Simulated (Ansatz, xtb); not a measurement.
Relative energy of two isomers of C4H2BrN3

We compare I, `N#Cc1cn[nH]c1Br`, a singlet, with II, `N#Cc1cc(Br)[nH]n1`, a singlet. Both are isolated molecules in the gas phase, relaxed with PBE0-D3(BJ)/def2-SVP.

I (Å):

```xyz
10

C    -0.0103   -0.7366   -2.8308
C     0.5526   -0.4973   -1.5532
C    -0.0921   -0.4602   -0.2862
C     1.8875   -0.2405   -1.2514
Br    3.3686   -0.1185   -2.3466
N    -0.4821   -0.9333   -3.8717
N     0.7646   -0.2071    0.6837
N     1.9470   -0.0784    0.0844
H    -1.1492   -0.6121   -0.0746
H     2.7776    0.1219    0.6290
```

II (Å):

```yaml
atoms:
  - { symbol: C, position_ang: [-0.2379, 0.3808, -2.9072] }
  - { symbol: C, position_ang: [0.5833, -0.0044, -1.8053] }
  - { symbol: C, position_ang: [0.3148, -1.0252, -0.8581] }
  - { symbol: C, position_ang: [1.4118, -0.9794, -0.0250] }
  - { symbol: Br, position_ang: [1.8507, -1.9803, 1.4703] }
  - { symbol: N, position_ang: [-0.9291, 0.6672, -3.7915] }
  - { symbol: N, position_ang: [2.2206, 0.0037, -0.4934] }
  - { symbol: N, position_ang: [1.7436, 0.6067, -1.5659] }
  - { symbol: H, position_ang: [-0.5442, -1.6861, -0.7975] }
  - { symbol: H, position_ang: [3.1107, 0.2910, -0.1027] }
```

Quicker runs give these differences E(II) − E(I): GFN2-xTB +5.24 kJ/mol; HF/STO-3G +6.26 kJ/mol (at GFN2-xTB geometries); r2SCAN-D4/def2-SVP +7.32 kJ/mol (at GFN2-xTB geometries).

**Question.** Estimate E(II) − E(I) at the level CCSD(T)/def2-SVP + ΔMP2/def2-TZVPP.

**Answer.** Calculated at CCSD(T)/def2-SVP + ΔMP2/def2-TZVPP: E(II) − E(I) = +5.85 kJ/mol, so structure I lies lower.

The same difference at several levels:

```
                             level              geometry  E(II) − E(I) (kJ/mol)  departure from the last row (kJ/mol)  job, with rough time for the two
                          GFN2-xTB              GFN2-xTB                   +5.24                                 −0.60              optimisation, 0.12 s
                         HF/STO-3G              GFN2-xTB                   +6.26                                 +0.41              single point, 0.74 s
                r2SCAN-D4/def2-SVP              GFN2-xTB                   +7.32                                 +1.47               single point, 7.5 s
              PBE0-D3(BJ)/def2-SVP  PBE0-D3(BJ)/def2-SVP                   +7.35                                 +1.50                optimisation, 60 s
                       HF/def2-SVP  PBE0-D3(BJ)/def2-SVP                   +8.50                                 +2.65           part of the CCSD(T) run
                      MP2/def2-SVP  PBE0-D3(BJ)/def2-SVP                   +4.83                                 −1.02           part of the CCSD(T) run
                  CCSD(T)/def2-SVP  PBE0-D3(BJ)/def2-SVP                   +6.91                                 +1.06                      single point
CCSD(T)/def2-SVP + ΔMP2/def2-TZVPP  PBE0-D3(BJ)/def2-SVP                   +5.85                                                   single point, 2.8 min
```

As drawn, both hold the same kinds of bond in the same numbers.

The levels shown agree on the order. The largest departure from CCSD(T)/def2-SVP + ΔMP2/def2-TZVPP is that of HF/def2-SVP, 2.65 kJ/mol. The last row adds to CCSD(T) the change of the MP2 difference between the two basis sets, here −1.06 kJ/mol.

With thermal terms from frequencies at re-optimised GFN2-xTB minima (ideal gas, soft modes damped towards free rotors, one conformer each, 298.15 K, 1 atm): on the last row, ΔE + ΔZPE = +5.59, ΔH = +5.63, ΔG = +5.76 kJ/mol.

The correlated steps freeze 16 core orbitals; the filled d shell of Br is correlated, in a basis made for valence electrons. Run with Ansatz 0.2.0, xtb 6.7.1; the last row on 2 threads of Arm Neoverse V2 on a shared host.
